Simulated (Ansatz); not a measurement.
Job for Ansatz (an electronic-structure program): R-CCSD(T)/cc-pV(T+d)Z on H2 (SMILES [H][H]). The basis file is the Basis Set Exchange's JSON of that set.

Ansatz 0.2 input:
```yaml
crystal:
  periodic: [false, false, false]
  atoms:
    - {symbol: H, position_ang: [0.00000000, 0.00000000, 0.37198582]}
    - {symbol: H, position_ang: [-0.00000000, -0.00000000, -0.37198582]}
basis:
  gaussian:
    orbitals: cc-pV_T+d_Z.json
magnetization: {spin_polarized: false}
correlation: {method: ccsd_t, electrons: outside_noble_gas}
scf: {lower_state_search: off}
```

The log:

```
WARN ansatz: RAYON_NUM_THREADS=4 ignored (pool sized by the plan → 4); use --threads N
Functional definition: HF
these checks for a lower state are left out or cut short: stability, starts, cluster_reference, orbital_swaps, neighbouring_geometries, increment
integrals: 0.00 GiB planned
145 factors; integrals over basis functions are off by at most 7.3e-4 eV
mean field: 0.04 GiB planned
mean field evaluation 1: about -30.7506 eV, gradient 3.7e0 eV
mean field evaluation 2: about -30.7488 eV, gradient 3.6e0 eV
mean field evaluation 4: about -30.8286 eV, gradient 5.9e-2 eV
mean field evaluation 8: about -30.8285 eV, gradient 1.8e-7 eV
mean field -30.82847869 eV, -1.1329256957 hartree, gradient 4.3e-7 eV, S^2 0.000000; 0 other end points of the search recorded, 0 dependent functions left out
reference -30.82847869 eV, -1.1329256957 hartree; 1, 1 occupied and 27, 27 virtual orbitals, 145 factors
second order -0.86234553 eV of doubles, -0.00000000 eV of singles
coupled cluster: 0.05 GiB planned
cycle   1  -1.00683440 eV  change   -1.4e-1 eV  update   2.6e-2
cycle   2  -1.07129108 eV  change   -6.4e-2 eV  update   9.0e-3
cycle   3  -1.07248179 eV  change   -1.2e-3 eV  update   1.1e-3
cycle   4  -1.07243558 eV  change    4.6e-5 eV  update   1.4e-4
cycle   5  -1.07239043 eV  change    4.5e-5 eV  update   1.6e-5
cycle   6  -1.07239780 eV  change   -7.4e-6 eV  update   2.7e-6
cycle   7  -1.07239706 eV  change    7.3e-7 eV  update   4.1e-7
perturbative correction 0.00000000 eV, 0.0000000000 hartree
Total energy: -31.90087576 eV, -1.1723355608 hartree
Checks for a lower state left out: stability, starts, cluster_reference, orbital_swaps, neighbouring_geometries, increment
```

The run converged.

Cost: around 0.23 core-seconds (rough).
